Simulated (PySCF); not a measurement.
C4H4BNO, SMILES C#C[C@@H]1N=CB1O.

Geometry: PBE0-D3(BJ)/def2-SVP. The structure was generated by enumeration; whether it is a known compound was not checked. One conformer was computed; it need not be the lowest.

All values below come from TDDFT-CAM-B3LYP/def2-SVPD in PySCF.

Vertical excitations. The molecule is in vacuum.

```
state  energy (eV)  λ (nm)      f                                                                   main pairs
-----  -----------  ------  -----  ---------------------------------------------------------------------------
S1            4.07     305  0.007                           HOMO→LUMO 69 %, HOMO−1→LUMO 15 %, HOMO−2→LUMO 11 %
S2            5.20     238  0.010                           HOMO−1→LUMO 58 %, HOMO→LUMO 21 %, HOMO−4→LUMO 10 %
S3            6.02     206  0.001      HOMO−2→LUMO 35 %, HOMO→LUMO+2 20 %, HOMO−1→LUMO+3 11 %, HOMO−1→LUMO 7 %
S4            6.14     202  0.009       HOMO−2→LUMO 31 %, HOMO→LUMO+2 30 %, HOMO−1→LUMO+2 9 %, HOMO−1→LUMO 8 %
S5            6.57     189  0.001    HOMO→LUMO+1 28 %, HOMO−1→LUMO+2 12 %, HOMO→LUMO+3 10 %, HOMO−1→LUMO+3 9 %
S6            6.62     187  0.032                                           HOMO→LUMO+1 48 %, HOMO−3→LUMO 23 %
S7            6.81     182  0.034      HOMO−3→LUMO 38 %, HOMO−4→LUMO 13 %, HOMO→LUMO+1 11 %, HOMO−1→LUMO+1 7 %
S8            6.95     178  0.002    HOMO−1→LUMO+3 18 %, HOMO→LUMO+3 16 %, HOMO−2→LUMO 10 %, HOMO−2→LUMO+3 9 %
S9            7.14     174  0.050       HOMO−2→LUMO+2 18 %, HOMO→LUMO+2 16 %, HOMO→LUMO+6 9 %, HOMO→LUMO+3 7 %
S10           7.20     172  0.012                                                           HOMO−1→LUMO+1 70 %
T1            3.15     394      0                           HOMO→LUMO 61 %, HOMO−1→LUMO 18 %, HOMO−2→LUMO 16 %
T2            4.43     280      0                                                             HOMO−3→LUMO 78 %
T3            4.81     258      0          HOMO−1→LUMO 28 %, HOMO→LUMO 24 %, HOMO−2→LUMO 12 %, HOMO→LUMO+3 8 %
T4            5.23     237      0  HOMO−2→LUMO+2 16 %, HOMO−1→LUMO 13 %, HOMO−1→LUMO+2 12 %, HOMO−2→LUMO+3 9 %
```
Triplets are in the Tamm–Dancoff approximation, which puts them higher than full response would, so one can lie above its singlet here.
